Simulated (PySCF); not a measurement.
Isomers of C5H8F3OP, mass 172.026 u with the commonest isotopes. Theory: PBE0-D3(BJ)/def2-SVP geometry optimisation, gas phase (PySCF). One conformer each, none proved a minimum here; rigid rotors.

Problem. Order these by rotational constant A, smallest first.
A. `[CH3:1][O:2][CH2:3][P:4]([CH3:5])[C:6]([F:7])=[C:8]([F:9])[F:10]` with C1–O2–C3–P4 -171°, O2–C3–P4–C5 -48°, C3–P4–C6–F7 -156°
B. `[O:1]=[P@@H:2]1[CH2:3][CH2:4][C@H:5]([C:6]([F:7])([F:8])[F:9])[CH2:10]1` with O1–P2–C3–C4 -109°, P2–C3–C4–C5 -38°, C3–C4–C5–C6 173°, C4–C5–C10–P2 -36°
C. `[CH3:1][CH2:2][P@:3]([CH3:4])(=[O:5])[C:6]([F:7])=[C:8]([F:9])[F:10]` with C1–C2–P3–C4 -56°, C2–P3–C6–F7 -73°

Solution. A (1279 MHz), C (1537 MHz), B (2449 MHz).

Problem. Order these by out-of-plane moment Σ m c² = (Ia + Ib − Ic)/2, largest first.
A. `[CH3:1][O:2][CH2:3][P:4]([CH3:5])[C:6]([F:7])=[C:8]([F:9])[F:10]` with C1–O2–C3–P4 -171°, O2–C3–P4–C5 -48°, C3–P4–C6–F7 -156°
B. `[O:1]=[P@@H:2]1[CH2:3][CH2:4][C@H:5]([C:6]([F:7])([F:8])[F:9])[CH2:10]1` with O1–P2–C3–C4 -109°, P2–C3–C4–C5 -38°, C3–C4–C5–C6 173°, C4–C5–C10–P2 -36°
C. `[CH3:1][CH2:2][P@:3]([CH3:4])(=[O:5])[C:6]([F:7])=[C:8]([F:9])[F:10]` with C1–C2–P3–C4 -56°, C2–P3–C6–F7 -73°

Solution. C (112.22 u·Å²), B (67.33 u·Å²), A (64.14 u·Å²).

Problem. Order these by rotational constant B, smallest first.
A. `[CH3:1][CH2:2][P@:3]([CH3:4])(=[O:5])[C:6]([F:7])=[C:8]([F:9])[F:10]` with C1–C2–P3–C4 -56°, C2–P3–C6–F7 -73°
B. `[O:1]=[P@@H:2]1[CH2:3][CH2:4][C@H:5]([C:6]([F:7])([F:8])[F:9])[CH2:10]1` with O1–P2–C3–C4 -109°, P2–C3–C4–C5 -38°, C3–C4–C5–C6 173°, C4–C5–C10–P2 -36°
C. `[CH3:1][O:2][CH2:3][P:4]([CH3:5])[C:6]([F:7])=[C:8]([F:9])[F:10]` with C1–O2–C3–P4 -171°, O2–C3–P4–C5 -48°, C3–P4–C6–F7 -156°

Solution. B (646.8 MHz), A (838.3 MHz), C (1003 MHz).

| SMILES | point group | Ia (u·Å²) | Ib (u·Å²) | Ic (u·Å²) | κ | μa (D) | μb (D) | μc (D) |
| --- | --- | --- | --- | --- | --- | --- | --- | --- |
| O=[P@@H]1CC[C@H](C(F)(F)F)C1 | C1 | 206.33 | 781.36 | 853.03 | -0.94 | 1.10 | 2.05 | 2.61 |
| COCP(C)C(F)=C(F)F | C1 | 395.07 | 503.96 | 770.75 | 0.11 | 2.64 | 0.76 | 0.10 |
| CC[P@](C)(=O)C(F)=C(F)F | C1 | 328.84 | 602.86 | 707.25 | -0.70 | 1.89 | 2.92 | 0.05 |
